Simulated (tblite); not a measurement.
**Question.** What does the GFN2-xTB structure of InChI=1S/C5H13PSi/c1-5-6-7(2,3)4/h5-6H,1H2,2-4H3 look like in three dimensions?

**Answer.** 
```xyz
20
C5H13PSi angstrom
C      3.1872   -0.4464   -0.0998
C      2.0563   -1.1349   -0.0494
P      0.8379   -1.0677    1.2781
Si    -0.7784    0.0679    0.1546
C     -1.5654   -1.1449   -1.0948
C     -0.1135    1.6065   -0.7729
C     -2.0676    0.5893    1.4627
H      3.8960   -0.5711   -0.9026
H      3.4494    0.2665    0.6652
H      1.8216   -1.8633   -0.8170
H      1.3690    0.0525    1.9132
H     -1.8495   -2.0731   -0.6079
H     -2.4572   -0.7206   -1.5450
H     -0.8764   -1.3917   -1.8969
H     -0.8979    2.1055   -1.3340
H      0.3083    2.3285   -0.0795
H      0.6707    1.3275   -1.4711
H     -1.6537    1.3072    2.1641
H     -2.4055   -0.2700    2.0337
H     -2.9362    1.0427    0.9963
```

Any rigid rotation of these coordinates is as good. Atoms count from 1 in this order. Si4 (four-coordinate silicon) is distorted tetrahedral (angles from 106.1° to 113.2°). Of the pairs four or more bonds apart, H9···H11 is among the closest relative to their van der Waals radii: 2.44 Å, 101 % of the sum of Bondi's values. P3 (three-coordinate phosphorus) is pyramidal (angles 97.8°, 96.2° and 95.4°, sum 289.4°, 0.88 Å off the plane of its three neighbours).

Bonds between heavy atoms (Å): C1=C2 1.325, C2–P3 1.803, P3–Si4 2.272, Si4–C5 1.911, Si4–C6 1.916, Si4–C7 1.909.

Computed geometry: GFN2-xTB, gas phase.

Point group: C1 (no symmetry element, even within 0.4 Å). Its GFN2-xTB frequencies are all real (lowest 20 cm⁻¹). The numbers are those of one conformer (C1–C2–P3–Si4 108°).
